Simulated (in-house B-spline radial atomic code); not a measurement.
Configurations of Fe IV (Fe3+), with energies counted from [Ar] 3d5. All numbers are computed (Dirac-Hartree-Fock, average of configuration; Fermi nucleus of rms radius 3.7377 fm) with a radial B-spline atomic code at the basis-set limit, not measured. Energies include first-order Breit, QED and recoil terms.

Occupations are held fixed; configurations that lie above the ionisation limit could autoionise.

| configuration | E - E(ref) (eV) | highest orbital | its <r> (bohr) |
| --- | --- | --- | --- |
| [Ar] 3d4 4f1 | 37.314 | 4f5/2 | 4.409 |
| [Ar] 3d4 6s1 | 40.038 | 6s1/2 | 7.459 |
| [Ar] 3d4 6p1 | 41.327 | 6p3/2 | 8.223 |
| [Ar] 3d4 5g1 | 42.335 | 5g9/2 | 6.871 |
| [Ar] 3d4 7s1 | 43.721 | 7s1/2 | 11.18 |
| [Ar] 3d4 7p1 | 44.436 | 7p3/2 | 12.17 |
| [Ne] 3s2 3p5 3d5 5s1 | 90.803 | 5s1/2 | 4.479 |
| [Ne] 3s2 3p5 3d5 6s1 | 98.24 | 6s1/2 | 7.452 |
| [Ne] 3s2 3p5 3d5 7s1 | 101.93 | 7s1/2 | 11.17 |
| [Ne] 3s2 3p5 3d5 6g1 | 103.21 | 6g9/2 | 10.99 |
| [Ne] 3s2 3p5 3d5 7g1 | 104.81 | 7g9/2 | 15.87 |

Order these further configurations by energy, lowest first.
A. [Ar] 3d4 6g1
B. [Ne] 3s2 3p5 3d6
C. [Ne] 3s2 3p5 3d5 7f1
D. [Ar] 3d4 7f1
E. [Ar] 3d4 7g1

A (44.996 eV), D (46.558 eV), E (46.601 eV), B (58.168 eV), C (104.77 eV).

How far above the reference does [Ne] 3s2 3p5 3d5 6f1 lie?

103.14 eV; its least bound orbital is 6f5/2 with <r> = 11.8 bohr.

How far above the reference does [Ar] 3d4 4s1 lie?

13.426 eV; its least bound orbital is 4s1/2 with <r> = 2.242 bohr.

How far above the reference does [Ar] 3d4 5f1 lie?

42.242 eV; its least bound orbital is 5f5/2 with <r> = 7.734 bohr.

One of these lies 44.93 eV from the reference. Which?
A. [Ar] 3d4 5s1
B. [Ar] 3d4 5p1
C. [Ar] 3d4 6f1

C.
